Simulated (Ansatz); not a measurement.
`[SH][GeH]([SH])[SH]` → Ge• + 4 H• + 3 S•  (atomization)

Computed with Ansatz on PBE0-D4/def2-TZVP structures; ΔE is electronic, products minus reactants. CCSD(T)/CBS is the MP2 limit (def2-TZVPP, def2-QZVPP) plus CCSD(T) − MP2 in def2-TZVPP, frozen cores. This one scheme is used for every species, atoms too. DFT in def2-TZVPP. B3LYP here is the variant with VWN-RPA as its local correlation; programs differ in this. No spin–orbit coupling; open shells (•) take unrestricted orbitals. Spin–orbit coupling would lower the free atoms: a little for S; clearly for Ge. Bonds to Ge are less sure, by a few kJ/mol each and by 10 to 20 or more in all where they break to atoms, as the def2 sets lack core-valence functions. Scalar relativity is left out up to krypton. One conformer a species, not always the lowest.

```json
{"level": "LDA (SPW92)", "ΔE (kJ/mol)": "2611.6", "difference from CCSD(T)/CBS": "345.5"}
{"level": "PBE-D4", "ΔE (kJ/mol)": "2282.5", "difference from CCSD(T)/CBS": "16.4"}
{"level": "BLYP-D4", "ΔE (kJ/mol)": "2219.9", "difference from CCSD(T)/CBS": "-46.2"}
{"level": "PBE0-D4", "ΔE (kJ/mol)": "2251.0", "difference from CCSD(T)/CBS": "-15.1"}
{"level": "BHLYP-D4", "ΔE (kJ/mol)": "2179.0", "difference from CCSD(T)/CBS": "-87.1"}
{"level": "ωB97M-V", "ΔE (kJ/mol)": "2269.9", "difference from CCSD(T)/CBS": "3.8"}
{"level": "PBE-QIDH", "ΔE (kJ/mol)": "2238.1", "difference from CCSD(T)/CBS": "-28.0"}
{"level": "r2SCAN", "ΔE (kJ/mol)": "2269.9", "difference from CCSD(T)/CBS": "3.8"}
{"level": "PBE0", "ΔE (kJ/mol)": "2228.7", "difference from CCSD(T)/CBS": "-37.4"}
{"level": "B3LYP", "ΔE (kJ/mol)": "2190.0", "difference from CCSD(T)/CBS": "-76.1"}
{"level": "r2SCAN0", "ΔE (kJ/mol)": "2230.3", "difference from CCSD(T)/CBS": "-35.8"}
{"level": "CAM-B3LYP", "ΔE (kJ/mol)": "2204.3", "difference from CCSD(T)/CBS": "-61.8"}
{"level": "MP2/def2-SVP", "ΔE (kJ/mol)": "2044.9", "difference from CCSD(T)/CBS": "-221.2"}
{"level": "SCS-MP2/def2-TZVPP", "ΔE (kJ/mol)": "2206.2", "difference from CCSD(T)/CBS": "-59.9"}
{"level": "HF/def2-QZVPP", "ΔE (kJ/mol)": "1542.1", "difference from CCSD(T)/CBS": "-724.0"}
{"level": "HF/CBS(def2)", "ΔE (kJ/mol)": "1542.1", "difference from CCSD(T)/CBS": "-724.0"}
{"level": "CCSD(T)/CBS", "ΔE (kJ/mol)": "2266.1", "difference from CCSD(T)/CBS": "0"}
```

Largest T1 diagnostic among the species: 0.011.

From BLYP to BHLYP (50 % exact exchange), in def2-TZVPP and without D4, ΔE moves by −24.3 kJ/mol: exact exchange takes away binding that semilocal exchange gives to molecules. The D4 term adds +42.2 kJ/mol with B3LYP and +22.3 kJ/mol with PBE0; it sums over pairs of atoms, weighted by their polarisabilities, and B3LYP, whose exchange is more repulsive, gets the larger term. Leaving LDA and LC-ωPBE aside and taking each functional with its dispersion term where it has one, the values, not all of them listed here, spread over 128.8 kJ/mol, from BHLYP-D4 to B97M-V. LDA lies +354.9 kJ/mol from PBE without D4, its usual overbinding.

For atomizations the MP2-based limit and the directly extrapolated one differ by several kJ/mol either way, and by 10 to 25 for some Ge, Se and Sn compounds, so smaller differences from it don't rank the levels.
